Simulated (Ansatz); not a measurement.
Species: C$_{3}$H$_{2}$ClF, charge 0, singlet. C3H2ClF (SMILES C(=C(F)Cl)=C).
B3LYP-D3(BJ)/def2-TZVP minimum from Ansatz (a first-principles code):
```xyz
7

C     -2.4583    -0.2655     0.0216
C     -1.1597    -0.2967    -0.0065
C      0.1362    -0.3084    -0.0326
F      0.8567    -1.4336    -0.1559
Cl     1.1313     1.0961     0.0847
H     -3.0433    -0.1638    -0.8872
H     -3.0078    -0.3429     0.9547
```

Total energies in cc-pV(D+d)Z, 28 correlated electrons, 9 frozen orbitals. UHF or UKS for unpaired electrons; spin-orbit terms are left out. Correlated methods leave the cores frozen. No relativity. The restricted determinant of C3H2ClF (C=C=C(F)Cl, singlet) is unstable towards broken spin symmetry in at least one set run.

```csv
method,program,energy (Eh),minus CCSDT(Q) (mEh)
HF,Ansatz,-673.63378,771.00
MP2,Ansatz,-674.33966,65.11
CCSD,Ansatz,-674.37667,28.10
CCSD(T),Ansatz,-674.40164,3.13
CCSDT(Q),Ansatz,-674.40477,0.00
```

Rough core times of Ansatz's runs on a shared machine: CCSD(T) under 20 s, CCSDT(Q) 10 min.
